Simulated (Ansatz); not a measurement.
Stretching the In1–H2 bond in H3In (SMILES [InH3]) (multiplicity 1 held, fragments rigid). Energies count from the point at 1.731 Å.
Geometry at that point (charge 0, multiplicity 1):
```xyz
4

In     0.00000     0.00000     0.00000
H      0.68665    -0.47438     1.51602
H     -0.39135     1.66044    -0.29091
H     -0.29530    -1.18606    -1.22511
```

Signs of static correlation in def2-SVP, with CASSCF(2,2), from Ansatz (an electronic-structure program) runs.

| R (Å) | T1 of restricted CCSD | ⟨S²⟩ of UHF | largest double amplitude of restricted CCSD | weight of the CASSCF reference in MRCISD | CASSCF natural occupations |
|---|---|---|---|---|---|
| 1.384 | 0.009 | 0.000 | 0.039 | 0.952 | 1.98 0.02 |
| 1.558 | 0.009 | 0.000 | 0.043 | 0.952 | 1.98 0.02 |
| 1.731 | 0.010 | 0.000 | 0.051 | 0.951 | 1.97 0.03 |
| 1.904 | 0.011 | 0.000 | 0.081 | 0.951 | 1.96 0.04 |
| 2.077 | 0.012 | 0.000 | 0.108 | 0.951 | 1.95 0.05 |
| 2.336 | 0.017 | 0.000 | 0.155 | 0.951 | 1.91 0.09 |
| 2.596 | 0.024 | 0.412 | 0.212 | 0.951 | 1.86 0.14 |
| 3.028 | 0.043 | 0.788 | 0.334 | 0.950 | 1.73 0.27 |
| 3.461 | 0.070 | 0.927 | 0.488 | 0.949 | 1.54 0.46 |
| 3.980 | 0.103 | 0.983 | ? | 0.949 | 1.32 0.68 |
| 4.673 | 0.131 | 1.002 | ? | 0.949 | 1.14 0.86 |
| 5.538 | 0.141 | 1.005 | 0.995 | 0.949 | 1.05 0.95 |

Q: Fill in the missing entries.

A: 
- 3.980, largest double amplitude of restricted CCSD: 0.683
- 4.673, largest double amplitude of restricted CCSD: 0.879

Doubts at one or more of the structures used: a restricted determinant that unrestricted orbitals would lower (R-CCSD(T)/def2-SVP); other coupled-cluster roots lie near (R-CCSD(T)/def2-SVP); T1 above 0.05 (R-CCSD(T)/def2-SVP, U-CCSD(T)/def2-SVP); a spin-contaminated determinant (U-CCSD(T)/def2-SVP).
